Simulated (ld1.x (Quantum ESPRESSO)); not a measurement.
# Building the TM semilocal potential for rhenium (PBE, scalar-relativistic).

ld1.x (Quantum ESPRESSO) 7.5 input, shortened:

```
&input
   title='Re', zed=75., rel=1, dft='PBE', iswitch=3,
   config='[Xe] 4f14 5d5 6s1.5 6p0.5'
 /
 &inputp
   pseudotype=1, tm=.true., lloc=1,
   nlcc=.true.
 /
3
6S  1  0   1.50   0.00  2.70  2.70  0.0
5D  3  2   5.00   0.00  2.10  2.10  0.0
6P  2  1   0.50   0.00  2.75  2.75  0.0
 &test
   configts(1)='5d5 6s1.5 6p0.5'
 /
```

All-electron outer shells of the reference configuration (PBE, scalar-relativistic, ld1.x):

```json
{"shell": "5p", "level (eV)": "-47.90", "outermost node (bohr)": "0.56", "outermost maximum (bohr)": "1.06"}
{"shell": "4f", "level (eV)": "-43.19", "outermost node (bohr)": "–", "outermost maximum (bohr)": "0.41"}
{"shell": "6s", "level (eV)": "-6.54", "outermost node (bohr)": "1.24", "outermost maximum (bohr)": "2.54"}
{"shell": "5d", "level (eV)": "-6.17", "outermost node (bohr)": "0.62", "outermost maximum (bohr)": "1.41"}
{"shell": "6p", "level (eV)": "-1.75", "outermost node (bohr)": "1.48", "outermost maximum (bohr)": "3.56"}
```

(1) Estimate the cutoffs (Ry, on a coarse ladder) from which the occupation-weighted sum of valence levels, in a spherical-Bessel basis at the reference potential, stays within 10 and 1 mRy of its value at 400 Ry.

(2) Which valence shell sets the plane-wave cutoff?

(3) Tests: 5d5 6s2 6p0; 5d5 6s1 6p0; 5d5 6s0 6p0; 5d4 6s2 6p0; 5d3 6s0 6p0; 5d5 6s0 6p1; 5d5 6s1 6p1. Which has the largest error in its energy relative to the reference configuration, and how large is it?

Answers

(1) 35 Ry and 40 Ry.

(2) 5d: its level needs 35 Ry to come within 1 mRy, against 18 Ry for 6s.

(3) 5d3 6s0 6p0, with -439 meV (all-electron minus pseudo) on +89.71 eV.
